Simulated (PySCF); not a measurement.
## ZrBr⁻: from constants to spectrum

ROHF-SCS-MP2 constants of ZrBr⁻, triplet, unpaired electrons π ↑, δ ↑ (Zr def2-TZVPPD with ECP28, Br def2-TZVPPD; scalar-relativistic core potentials (PySCF 2.14); masses 89.9047 and 78.9183 u):

| Item | Value |
| --- | --- |
| ωe | 198.1 cm⁻¹ |
| ωexe | 0.819 cm⁻¹ |
| Be | 0.056863 cm⁻¹ |
| αe | 0.000269 cm⁻¹ |

(1) What force constant and bond length do these constants imply?

(2) Estimate the centrifugal constant D from the Kratzer relation and find the Dunham coefficient a1.

Correlated steps freeze 9 core orbitals. These are scalar-relativistic numbers at best; spin–orbit coupling would shift them, the dissociation energy most. The state is the lowest single determinant that the PBE0 search found; with open d or f shells the true ground state can be another one.

Results:

(1) Reduced mass μred = 42.027 u; k = 5.8918×10⁻⁷·μred·ωe² (u, cm⁻¹, mdyn/Å) = 0.972 mdyn/Å; Re = √(16.8576/(μred·Be)) (u, cm⁻¹, Å) = 2.656 Å.

(2) D = 4Be³/ωe² = 1.87e-08 cm⁻¹; a1 = −1 − αeωe/(6Be²) = -3.75.
